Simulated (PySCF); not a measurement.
# Atomic charges by several schemes

Compound: C₈H₁₁FO.
SMILES with atom numbers: `[CH2:1]=[CH:2][C@@H:3]1[C@@H:4]([C:5](=[O:6])[F:7])[CH2:8][C@@H:9]1[CH3:10]` (hydrogens: H11, H12 on C1; H13 on C2; H14 on C3; H15 on C4; H16, H17 on C8; H18 on C9; H19, H20, H21 on C10)

Cartesian coordinates in Å at the GFN2-xTB level; atoms count from 1:
```
atom  x, y, z in Å
C1     1.3237   -1.8466    1.6826
C2     0.3478   -1.1131    1.1779
C3     0.5432   -0.1159    0.0942
C4    -0.1166    1.2849    0.3156
C5     0.8755    2.3430    0.6081
O6     1.4967    3.0306   -0.1244
F7     1.0933    2.4484    1.9584
C8    -0.6593    1.2330   -1.1190
C9    -0.2756   -0.2540   -1.2192
C10   -1.4601   -1.2021   -1.1578
H11    1.1503   -2.5650    2.4650
H12    2.3392   -1.7571    1.3326
H13   -0.6608   -1.2177    1.5535
H14    1.6082   -0.0133   -0.1246
H15   -0.8773    1.2559    1.0960
H16   -0.0898    1.8750   -1.7877
H17   -1.7195    1.4516   -1.2233
H18    0.3434   -0.5060   -2.0815
H19   -1.1217   -2.2256   -1.0132
H20   -2.1304   -0.9388   -0.3438
H21   -2.0189   -1.1504   -2.0898
```

Density: PBE0/pcSseg-1 (PySCF); schemes: Mulliken, IAO, Hirshfeld and ESP-fitted. The structure is a single GFN2-xTB conformer in the gas phase; no vibrational or solvent corrections.

Q: Atoms with like bonding are taken together and averaged. For which atoms does the sign change between the 4 schemes (beyond +0.03 e in one, beyond −0.03 e in another)?

A: C9.

Q: At which atom do the 4 schemes differ most?

A: At C9: from -0.308 (Mulliken) to +0.351 e (ESP-fitted), 0.659 e apart.

Q: Give the atomic charges in each scheme.

A: In e; atoms taken as equivalent share a row and are averaged (×n: the atom named and its like, n in all):

```json
{"atom": "C1", "environment": "terminal =CH2 carbon", "Mulliken": "-0.115", "IAO": "-0.308", "Hirshfeld": "-0.095", "ESP-fitted": "-0.421"}
{"atom": "C2", "environment": "alkene CH carbon", "Mulliken": "-0.137", "IAO": "-0.138", "Hirshfeld": "-0.039", "ESP-fitted": "-0.164"}
{"atom": "C3", "environment": "allylic carbon", "Mulliken": "-0.193", "IAO": "-0.104", "Hirshfeld": "-0.016", "ESP-fitted": "-0.077"}
{"atom": "C4", "environment": "sp3 carbon next to a carbonyl", "Mulliken": "-0.342", "IAO": "-0.183", "Hirshfeld": "-0.036", "ESP-fitted": "-0.075"}
{"atom": "C5", "environment": "acyl halide carbon", "Mulliken": "+0.622", "IAO": "+0.613", "Hirshfeld": "+0.239", "ESP-fitted": "+0.683"}
{"atom": "O6", "environment": "carbonyl oxygen", "Mulliken": "-0.344", "IAO": "-0.390", "Hirshfeld": "-0.225", "ESP-fitted": "-0.457"}
{"atom": "F7", "environment": "acyl fluorine", "Mulliken": "-0.286", "IAO": "-0.300", "Hirshfeld": "-0.107", "ESP-fitted": "-0.276"}
{"atom": "C8", "environment": "four-membered-ring carbon", "Mulliken": "-0.035", "IAO": "-0.269", "Hirshfeld": "-0.071", "ESP-fitted": "-0.374"}
{"atom": "C9", "environment": "four-membered-ring carbon", "Mulliken": "-0.308", "IAO": "-0.100", "Hirshfeld": "-0.016", "ESP-fitted": "+0.351"}
{"atom": "C10", "environment": "methyl carbon", "Mulliken": "-0.194", "IAO": "-0.420", "Hirshfeld": "-0.118", "ESP-fitted": "-0.534"}
{"atom": "H11", "environment": "vinylic hydrogen", "Mulliken": "+0.117", "IAO": "+0.155", "Hirshfeld": "+0.050", "ESP-fitted": "+0.183"}
{"atom": "H12", "environment": "vinylic hydrogen", "Mulliken": "+0.114", "IAO": "+0.147", "Hirshfeld": "+0.048", "ESP-fitted": "+0.188"}
{"atom": "H13", "environment": "vinylic hydrogen", "Mulliken": "+0.099", "IAO": "+0.140", "Hirshfeld": "+0.046", "ESP-fitted": "+0.155"}
{"atom": "H14", "environment": "methine hydrogen", "Mulliken": "+0.125", "IAO": "+0.142", "Hirshfeld": "+0.045", "ESP-fitted": "+0.100"}
{"atom": "H15", "environment": "methine hydrogen", "Mulliken": "+0.140", "IAO": "+0.161", "Hirshfeld": "+0.050", "ESP-fitted": "+0.093"}
{"atom": "H16", "environment": "methylene hydrogen", "Mulliken": "+0.134", "IAO": "+0.156", "Hirshfeld": "+0.041", "ESP-fitted": "+0.103"}
{"atom": "H17", "environment": "methylene hydrogen", "Mulliken": "+0.124", "IAO": "+0.138", "Hirshfeld": "+0.042", "ESP-fitted": "+0.126"}
{"atom": "H18", "environment": "methine hydrogen", "Mulliken": "+0.122", "IAO": "+0.135", "Hirshfeld": "+0.041", "ESP-fitted": "-0.014"}
{"atom": "H19/H20/H21", "environment": "methyl hydrogen", "Mulliken": "+0.119", "IAO": "+0.141", "Hirshfeld": "+0.041", "ESP-fitted": "+0.136"}
```

Mean size of the charges over all atoms: ESP-fitted 0.228 e, IAO 0.211 e, Mulliken 0.186 e, Hirshfeld 0.069 e. Each set sums to the total charge, 0, to within 0.001 e. The IAO scheme counts the electrons in orthogonalised intrinsic atomic orbitals, a minimal basis polarised so that it spans the occupied orbitals exactly. The Mulliken scheme gives each basis function's population to the atom it is centred on and halves the overlap population of two atoms between them.

Some averages cover members that differ in this geometry: H19/H20/H21, Mulliken +0.100 to +0.128 e.

Q: Sum the charges by element, for elements with more than one atom.

A: 
```json
{"element": "C", "atoms": "8", "Mulliken": "-0.702", "IAO": "-0.909", "Hirshfeld": "-0.152", "ESP-fitted": "-0.611"}
{"element": "H", "atoms": "11", "Mulliken": "+1.332", "IAO": "+1.598", "Hirshfeld": "+0.485", "ESP-fitted": "+1.343"}
```

Q: How closely do the schemes follow one another over all atoms?

A: Correlation coefficient and root-mean-square difference: IAO with Hirshfeld 0.96, 0.160 e; IAO with ESP-fitted 0.91, 0.119 e; Mulliken with IAO 0.91, 0.104 e; Hirshfeld with ESP-fitted 0.90, 0.207 e; Mulliken with Hirshfeld 0.88, 0.152 e; Mulliken with ESP-fitted 0.70, 0.207 e.

Q: How many electrons does the Hirshfeld scheme count on F7?

A: Z − q = 9 − (-0.107) = 9.107.
